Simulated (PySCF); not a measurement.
Field gradients at the hydrogen positions

Species: C₆H₁₃OP.
Cartesian coordinates in Å at the GFN2-xTB level; atoms count from 1:
```xyz
21
C6H13OP angstrom
C     -0.4968    2.6109    1.3858
C     -0.2537    1.3212    1.5372
P      0.1548    0.3274    0.0725
O      0.1509    1.0799   -1.1869
C      1.7942   -0.4213    0.4823
C      2.2986   -1.2273   -0.7037
C     -1.0600   -1.0618    0.1094
C     -2.4400   -0.4955   -0.1837
H     -0.7411    3.2673    2.2060
H     -0.4520    3.0461    0.3995
H     -0.2856    0.8286    2.4984
H      1.7252   -1.0298    1.3841
H      2.4670    0.4177    0.6814
H      2.2334   -0.6197   -1.6044
H      1.6971   -2.1221   -0.8502
H      3.3343   -1.5285   -0.5582
H     -1.0294   -1.5694    1.0740
H     -0.7671   -1.7682   -0.6711
H     -2.4090    0.0608   -1.1186
H     -3.1815   -1.2875   -0.2701
H     -2.7482    0.1883    0.6061
```

Level: PBE0/pcSseg-1 (PySCF, non-relativistic); Q(2H) = 0.00286 b; rigid geometry, the same for H and D, with no vibrational averaging.

**Question.** Rank these positions by the coupling χzz of a deuteron there, largest first.
A. H15 (methyl hydrogen)
B. H14 (methyl hydrogen)
C. H11 (vinylic hydrogen)
D. H10 (vinylic hydrogen)

**Answer.** C (223 kHz), D (217 kHz), A (211 kHz), B (205 kHz).

**Question.** Give the electric field gradient Vzz (the principal value of largest size), its asymmetry and the 2H coupling at each hydrogen.

**Answer.** 
```csv
atom,bonded to,bond length (Å),Vzz (au),η,χzz (kHz)
H9,C1,1.079,0.3326,0.02,223
H10,C1,1.079,0.3225,0.03,217
H11,C2,1.081,0.3313,0.05,223
H12,C5,1.090,0.3112,0.02,209
H13,C5,1.094,0.3015,0.02,203
H14,C6,1.088,0.3054,0.02,205
H15,C6,1.088,0.3139,0.03,211
H16,C6,1.088,0.3147,0.02,212
H17,C7,1.090,0.3105,0.01,209
H18,C7,1.093,0.3047,0.02,205
H19,C8,1.088,0.3063,0.02,206
H20,C8,1.088,0.3151,0.02,212
H21,C8,1.089,0.3093,0.04,208
```

**Question.** How does χzz go with the bond length over the 13 C–H bonds?

**Answer.** A straight-line fit has a slope of -12.2 kHz for each 0.01 Å, with a correlation coefficient of -0.91, over lengths from 1.079 to 1.094 Å. The longer bonds have the smaller couplings here.

Geometry: GFN2-xTB, one conformer, isolated molecule. GFN2-xTB bond lengths can be off by several hundredths of an ångström, more for odd bonds, and the gradients follow them. With a basis this small, the couplings can be 20 % off.
